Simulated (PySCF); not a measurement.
**Energy of Rb⁺ (rubidium, charge +1) between two integer charges**

The 4p beta orbital of [Kr] is emptied in steps (occupation f), with all orbitals relaxed, ending at [Ar] 3d10 4s2 4p5. Computed with PySCF 2.14 in def2-SVP with the def2 core potential (28 electrons), with a scalar-relativistic core potential. The exact energy is a straight line in f; departures are measured from the line between the end points of the same method.

```
  f  UHF (eV)  LDA (eV)  PBE (eV)  PBE0 (eV)  r2SCAN (eV)  LC-wPBE (eV)  BHandHLYP (eV)  wB97X (eV)  M06-2X (eV)  BLYP (eV)
  1     0.000     0.000     0.000      0.000        0.000         0.000           0.000       0.000        0.000      0.000
0.8     0.135    -0.935    -0.919     -0.660       -0.861        -0.190          -0.402      -0.263       -0.452     -0.918
0.6     0.198    -1.405    -1.376     -0.988       -1.275        -0.282          -0.605      -0.391       -0.674     -1.376
0.4     0.194    -1.406    -1.372     -0.985       -1.252        -0.277          -0.607      -0.388       -0.671     -1.374
0.2     0.126    -0.937    -0.910     -0.653       -0.815        -0.180          -0.406      -0.259       -0.445     -0.914
  0     0.000     0.000     0.000      0.000        0.000         0.000           0.000       0.000        0.000      0.000
```

```csv
method,E(f=0) − E(f=1) (eV),−ε at f=1 (eV),−ε at f=0.4 (eV)
UHF,26.633,27.500,26.449
LDA,27.552,21.722,28.721
PBE,27.461,21.716,28.632
PBE0,27.550,23.421,28.392
r2SCAN,27.640,22.217,28.820
LC-wPBE,27.589,26.394,27.847
BHandHLYP,27.504,24.998,28.000
wB97X,27.580,25.927,27.911
M06-2X,27.659,24.828,28.227
BLYP,27.322,21.589,28.480
```

Orbital energy along the path (eV):

```tsv
f	UHF	LDA	PBE	PBE0	r2SCAN	LC-wPBE	BHandHLYP	wB97X	M06-2X	BLYP
1	-27.500	-21.722	-21.716	-23.421	-22.217	-26.394	-24.998	-25.927	-24.828	-21.589
0.8	-27.124	-24.037	-24.018	-25.078	-24.454	-26.884	-25.990	-26.603	-25.974	-23.881
0.6	-26.774	-26.372	-26.329	-26.738	-26.674	-27.372	-26.991	-27.276	-27.119	-26.181
0.4	-26.449	-28.721	-28.632	-28.392	-28.820	-27.847	-28.000	-27.911	-28.227	-28.480
0.2	-26.145	-31.069	-30.903	-30.021	-30.799	-28.291	-29.018	-28.540	-29.353	-30.763
0	-25.862	-33.400	-33.103	-31.599	-32.612	-28.676	-30.053	-29.219	-30.400	-33.010
```

Reference removal energy between the ground levels: 27.290 eV (measured; NIST Atomic Spectra Database, ionization energies). The calculation has no spin-orbit coupling. UHF lacks correlation.
